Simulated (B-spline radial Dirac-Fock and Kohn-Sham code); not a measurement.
## Tl³⁵⁺: eigenvalues, ΔSCF and the reference

System: Tl³⁵⁺, [Kr] 4d10.

The density-functional columns are spherical, spin-unpolarised Dirac-Kohn-Sham results without Breit or QED terms: −ε is minus the orbital energy of the initial state and ΔSCF the difference of two total energies. The reference in the last column comes from relaxed Dirac-Fock hole states (ΔSCF) with Breit and QED corrections and a finite nucleus. All numbers are from a radial atomic solver, in eV; a selection of levels is shown. The Kohn-Sham columns are given as differences from the reference. For the 1s level of heavy atoms much of the gap between ΔSCF and the reference is the Breit and QED part, -474.6 eV here; for other levels the error of the functional can be larger.

| level | LDA −ε − DF | LDA ΔSCF − DF | Dirac-Fock |
| --- | --- | --- | --- |
| K | -192.9 | +463.3 | 86945.3 |
| L1 | -198.3 | -55.4 | 16782.4 |
| L2 | -142.6 | +35.2 | 16125.8 |
| L3 | -164.2 | -12.4 | 14085.7 |
| M1 | -115.0 | -57.3 | 5132.3 |
| M2 | -94.4 | -33.6 | 4841.5 |
| M3 | -92.9 | -36.9 | 4376.6 |
| M4 | -69.5 | -5.4 | 3906.2 |
| M5 | -71.1 | -8.7 | 3808.9 |
| N1 | -59.0 | -28.5 | 2128.2 |
| N2 | -47.7 | -17.1 | 1999.4 |
| N3 | -47.7 | -18.9 | 1863.6 |
| N4 | -27.8 | +1.7 | 1653.0 |
| N5 | -28.3 | +0.6 | 1625.6 |

For the outermost level NIST gives 1625 ± 5 eV (theoretical); the differences from it are LDA −ε -27.76, LDA ΔSCF +1.20, Dirac-Fock +0.58 eV.

Values without a named source are computed, but for edge energies of neutral atoms, which are taken from tables.
